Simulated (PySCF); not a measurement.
## Mass spectrum arithmetic for `[SiH3]CCS`

Species: `[SiH3]CCS`.

Calculated from isotope tables alone.

Question: Find the molar and monoisotopic masses of C2H8SSi.

Answer: For C2H8SSi, with standard atomic weights, 1 × 28.085 + 2 × 12.011 + 1 × 32.060 + 8 × 1.008 = 92.231 g/mol. From the most abundant isotopes (28Si, 12C, 32S, 1H), 1 × 27.976927 + 2 × 12.000000 + 1 × 31.972071 + 8 × 1.007825 = 92.0116 u.

Question: What cluster does the molecular ion M+• show when like nominal masses merge?

Answer: 
| nominal mass | m/z (centroid) | relative intensity |
| --- | --- | --- |
| 92 | 92.0110 | 100.0 |
| 93 | 93.0117 | 8.1 |
| 94 | 94.0074 | 8.1 |
| 95 | 95.0083 | 0.4 |
| 96 | 96.0042 | 0.2 |

Cut off at 0.1 %. One electron mass, 0.00055 u, is taken off.

Question: What share of all molecules is the monoisotopic species?

Answer: 0.922297 × 0.9893^2 × 0.9493 × 0.999885^8 = 85.61 %.

Question: Give the mass fraction of each element.

Answer: Si 30.45 %, C 26.05 %, S 34.76 %, H 8.74 %.

Question: Find the degree of unsaturation and check the nitrogen rule.

Answer: (2 × 3 + 2 + 0 − 8)/2 = 0; the structure has 0 rings and 0 π bonds. The nominal mass 92 is even, with 0 nitrogens, as the rule says.

Question: Protons, neutrons, electrons, and exact less nominal mass of the monoisotopic species?

Answer: 50 protons, 42 neutrons and 50 electrons; 92.0116 − 92 = +0.0116 u.

Question: List the species in which a single atom is changed from its most abundant isotope.

Answer: Intensity in % of the monoisotopic species:

| isotope | mass shift (u) | m/z | intensity (%) |
| --- | --- | --- | --- |
| 33S | +0.99939 | 93.0104 | 0.80 |
| 29Si | +0.99957 | 93.0106 | 5.08 |
| 13C | +1.00335 | 93.0144 | 2.16 |
| 2H | +1.00628 | 93.0173 | 0.09 |
| 34S | +1.99580 | 94.0068 | 4.52 |
| 30Si | +1.99684 | 94.0079 | 3.35 |
| 36S | +3.99501 | 96.0061 | 0.02 |

Species under 0.02 % are left out.
